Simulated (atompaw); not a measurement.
# Before and after: PAW (atompaw) potential for argon

- Element: Ar
- Generator: atompaw 4.2.0.5
- Type: PAW
- Functional: PBEsol
- Relativity: scalar-relativistic
- Frozen core: [Ne]
- Valence charge: 8
- Reference configuration: 3s2 3p6
- Partial waves: 3s (bound): rc 1.25 bohr; 3s channel at 2.25 Ry: rc 1.25 bohr; 3p (bound): rc 1.25 bohr; 3p channel at -0.35 Ry: rc 1.25 bohr
- Local potential: ultrasoft scheme with l = 2 at 1 Ry, radius 0.85 bohr
- Core correction: smooth core density matched at 0.95 bohr
- Augmentation charge: sinc compensation charge, radius 1.10 bohr; PAW radius 1.25 bohr; waves and projectors: custom rrkj vanderbiltortho

Change: reference 3s2 3p4.

Cutoffs: the cutoffs (Ry, on a coarse ladder) from which the occupation-weighted sum of valence levels, in a spherical-Bessel basis at the reference potential, stays within 10 and 1 mRy of its value at 400 Ry; they do not see the model core or the augmentation charge, which bear on the density cutoff.

Question: What does the change do?

Answer: The potential gets neither clearly harder nor softer (30 Ry and 55 Ry → 30 Ry and 55 Ry); the p channel sets the loose cutoff, while the largest relative change is in s, which becomes harder; neither file shows a bound ghost.

| quantity | base | changed |
| --- | --- | --- |
| cutoff, loose | 30 Ry | 30 Ry |
| cutoff, tight | 55 Ry | 55 Ry |
| loose cutoff by channel (10 mRy a level) | s 15 Ry, p 21 Ry | s 18 Ry, p 25 Ry |
| bound ghosts | none | none |
| s: phases at 1.25 bohr within 0.05 rad from the reference energy up to (Ry; the scan ends near 5) | to the end of the scan | 4.2 |
| p: phases at 1.25 bohr within 0.05 rad from the reference energy up to (Ry; the scan ends near 5) | to the end of the scan | to the end of the scan |
| lowest overlap eigenvalue by channel | s 0.36, p 0.70 | s 0.39, p 0.69 |

 The cutoffs see the waves, projectors and local potential, not the compensation charge or the core.
